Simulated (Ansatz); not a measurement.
Basis-set extrapolation for `N[SiH2]S[SiH2]F` (PBE0-D4/def2-TZVP geometry, frozen core, the Gaussian-basis code of Ansatz). Multiplicity 1, RHF reference.

```tsv
	def2-TZVPP	def2-QZVPP
HF	-1133.043818	-1133.081368
MP2 correlation	-0.886506	-0.962296
CCSD(T) correlation	-0.971702	not run
```

Energies in hartree. Use E(X) = E(∞) + A·exp(−7.88·√X) for Hartree–Fock and E(X) = E(∞) + B·X^(−2.97) for correlation, with X = 3 and 4, and add CCSD(T) minus MP2 of the smaller set to the MP2 limit.

What is the CCSD(T) energy at the basis-set limit?

HF limit: -1133.081368 + (-0.037550) × 0.13774 = -1133.08654. MP2 limit: -0.962296 + (-0.075790) × 0.74074 = -1.01844. Higher-order term: -0.971702 − (-0.886506) = -0.08520. Total: -1134.19018 hartree, 4.75 eV below CCSD(T)/def2-TZVPP.
